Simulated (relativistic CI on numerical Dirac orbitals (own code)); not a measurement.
Transition arrays of Pd XXII

These numbers are calculated, not measured: Dirac-Coulomb-Breit CI, KLI orbitals optimised for each configuration, QED by a radiative potential, valence Slater integrals scaled by 0.9, whole transition arrays (own radial code, finite nucleus).

Configuration list (outside the closed core [Ne] 3s2): 3p⁶3d⁷, 3p⁶3d⁶4f, 3p⁵3d⁸, 3p⁶3d⁶4p, 3p⁶3d⁶5f. Levels of other configurations are missing.

All E1 lines from the levels of 3p⁶3d⁷; mean and standard deviation are weighted by gf, and upper levels are sorted by their leading configuration.

| Upper configuration | Lines | Σgf | Mean (eV) | Mean (nm) | σ (eV) | Strongest line (nm) |
| --- | --- | --- | --- | --- | --- | --- |
| 3p⁶3d⁶4f | 2825 | 537.5 | 584.27 | 2.122 | 6.02 | 2.103 |
| 3p⁵3d⁸ | 466 | 69.9 | 203.04 | 6.106 | 15.52 | 5.585 |
| 3p⁶3d⁶4p | 1718 | 38.3 | 445.66 | 2.782 | 5.75 | 2.799 |
| 3p⁶3d⁶5f | 2825 | 212.2 | 735.52 | 1.686 | 6.71 | 1.670 |

Σgf per state of the lower configuration in bins of 0.2 nm over the central range (centre: value): 1.7: 1.77, 2.1: 4.45, 2.7: 0.25, 2.9: 0.07, 5.5: 0.08, 5.7: 0.10, 5.9: 0.08, 6.1: 0.05, 6.3: 0.05, 6.5: 0.10.

Q: How do configuration mixing and the scaling of the Slater integrals move the arrays?

A: Slater scale 0.9, no configuration mixing: 3p⁶3d⁶4f 584.7 ± 6.1 eV (Σgf 562.1), 3p⁵3d⁸ 203.7 ± 15.6 eV (Σgf 76.9), 3p⁶3d⁶4p 445.8 ± 5.8 eV (Σgf 35.6), 3p⁶3d⁶5f 735.0 ± 6.7 eV (Σgf 161.9); Slater scale 1: 3p⁶3d⁶4f 585.5 ± 6.5 eV (Σgf 539.6), 3p⁵3d⁸ 203.9 ± 16.3 eV (Σgf 69.5), 3p⁶3d⁶4p 445.8 ± 6.3 eV (Σgf 38.6), 3p⁶3d⁶5f 736.1 ± 7.3 eV (Σgf 213.4); Slater scale 0.8: 3p⁶3d⁶4f 583.0 ± 5.5 eV (Σgf 535.4), 3p⁵3d⁸ 202.2 ± 14.8 eV (Σgf 70.4), 3p⁶3d⁶4p 445.5 ± 5.2 eV (Σgf 37.9), 3p⁶3d⁶5f 735.0 ± 6.1 eV (Σgf 211.1). With mixing, levels are counted to their leading configuration, so an array can shrink or vanish into another, and the sums then hold other lines.
